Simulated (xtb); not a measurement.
C4H5 (SMILES C=C1[CH]C1), doublet, geometry from GFN2-xTB, atoms displaced at random by about 0.06 Å a coordinate; GFN2-xTB (xtb 6.7.1).

xtb was given this input:
```
$ xtb mol.xyz --gfn 2 --chrg 0 --uhf 1 --opt --json

# file mol.xyz
9

C     -0.05104405    -0.03600526     0.22316659
C      0.16318217    -0.66606683    -0.89124519
C     -0.01530871     0.73099554    -0.95684694
C     -0.14460948    -0.10678770     1.57772324
H      0.43611108    -1.54233855    -1.53075333
H      0.74425840     1.41062048    -1.16010865
H     -0.97501607     1.15424600    -1.41601088
H      0.05469132    -0.87013475     2.12131871
H     -0.32079183     0.85586748     2.06846705
```

The log (banner, timings and long lists left out):

```
   ID    Z sym.   atoms
    1    6 C      1-4
    2    1 H      5-9

           -------------------------------------------------
          |                Calculation Setup                |
           -------------------------------------------------

           -------------------------------------------------
          |                 G F N 2 - x T B                 |
           -------------------------------------------------

          ...................................................
          :                      SETUP                      :
          :.................................................:
          :  # basis functions                  21          :
          :  # atomic orbitals                  21          :
          :  # shells                           13          :
          :  # electrons                        21          :
          :  max. iterations                   250          :
          :  Hamiltonian                  GFN2-xTB          :
          :  restarted?                      false          :
          :  GBSA solvation                  false          :
          :  PC potential                    false          :
          :  electronic temp.          300.0000000     K    :
          :  accuracy                    1.0000000          :
          :  -> integral cutoff          0.2500000E+02      :
          :  -> integral neglect         0.1000000E-07      :
          :  -> SCF convergence          0.1000000E-05 Eh   :
          :  -> wf. convergence          0.1000000E-03 e    :
          :  Broyden damping             0.4000000          :
          :  net charge                          0          :
          :  unpaired electrons                  1          :
          ...................................................

 iter      E             dE          RMSdq      gap      omega  full diag
   1    -11.1858527 -0.111859E+02  0.430E+00    4.90       0.0  T
   2    -11.1978786 -0.120259E-01  0.263E+00    4.60       1.0  T
   3    -11.1874342  0.104444E-01  0.134E+00    4.75       1.0  T
   4    -11.1988186 -0.113843E-01  0.516E-01    4.66       1.0  T
   5    -11.2004547 -0.163618E-02  0.149E-01    4.61       1.0  T
   6    -11.2006203 -0.165600E-03  0.382E-02    4.65       1.0  T
   7    -11.2006208 -0.441393E-06  0.164E-02    4.64       2.0  T
   8    -11.2006212 -0.461959E-06  0.264E-03    4.65      12.6  T
   9    -11.2006212 -0.490214E-08  0.866E-04    4.65      38.5  T
[...]
         :: total energy             -10.929229471245 Eh    ::
 * total energy  :   -10.9292295 Eh     change       -0.1918643E-10 Eh
 * total energy  :   -10.9553773 Eh     change       -0.2614783E-01 Eh
 * total energy  :   -10.9581013 Eh     change       -0.2724042E-02 Eh
 * total energy  :   -10.9561673 Eh     change        0.1934017E-02 Eh
 * total energy  :   -10.9589734 Eh     change       -0.2806068E-02 Eh
 * total energy  :   -10.9590391 Eh     change       -0.6572721E-04 Eh
 * total energy  :   -10.9591177 Eh     change       -0.7852841E-04 Eh
 * total energy  :   -10.9591373 Eh     change       -0.1965417E-04 Eh
 * total energy  :   -10.9591451 Eh     change       -0.7787964E-05 Eh
 * total energy  :   -10.9591466 Eh     change       -0.1459447E-05 Eh
   *** GEOMETRY OPTIMIZATION CONVERGED AFTER 10 ITERATIONS ***
         :: total energy             -10.959146555254 Eh    ::
[...]
     4   6 C        2.833    -0.104    30.605     9.066
     5   1 H        0.927     0.049     2.335     2.390
     6   1 H        0.925     0.031     2.570     2.507
     7   1 H        0.925     0.031     2.569     2.506
     8   1 H        0.926     0.041     2.429     2.437
     9   1 H        0.926     0.043     2.411     2.428

 Mol. C6AA /au·bohr⁶  :        821.531607
 Mol. C8AA /au·bohr⁸  :      19388.366580
 Mol. α(0) /au        :         45.435251

Wiberg/Mayer (AO) data.
largest (>0.10) Wiberg bond orders for each atom

 ---------------------------------------------------------------------------
     #   Z sym  total        # sym  WBO       # sym  WBO       # sym  WBO
 ---------------------------------------------------------------------------
     1   6 C    3.955 --     4 C    1.601     2 C    1.390     3 C    0.945
     2   6 C    3.639 --     1 C    1.390     3 C    1.003     5 H    0.968
                             4 C    0.223
     3   6 C    3.924 --     2 C    1.003     7 H    0.953     6 H    0.953
                             1 C    0.945
     4   6 C    3.840 --     1 C    1.601     9 H    0.973     8 H    0.970
                             2 C    0.223
     5   1 H    0.998 --     2 C    0.968
     6   1 H    0.998 --     3 C    0.953
     7   1 H    0.998 --     3 C    0.953
     8   1 H    0.998 --     4 C    0.970
     9   1 H    0.998 --     4 C    0.973
 ---------------------------------------------------------------------------

Topologies differ in total number of bonds
Writing topology from bond orders to xtbtopo.mol

molecular dipole:
                 x           y           z       tot (Debye)
 q only:        0.007      -0.021      -0.034
   full:        0.015      -0.029      -0.099       0.266
molecular quadrupole (traceless):
                xx          xy          yy          xz          yz          zz
 q only:       -0.613      -0.188       0.304      -0.112       0.149       0.309
  q+dip:       -2.072      -0.639       0.846      -0.465       0.885       1.227
   full:       -0.767      -0.283       0.475      -0.190       0.467       0.292

optimized geometry written to: xtbopt.xyz

           -------------------------------------------------
          | TOTAL ENERGY              -10.959146555254 Eh   |
          | GRADIENT NORM               0.000426842377 Eh/α |
          | HOMO-LUMO GAP               4.516936061991 eV   |
           -------------------------------------------------
```
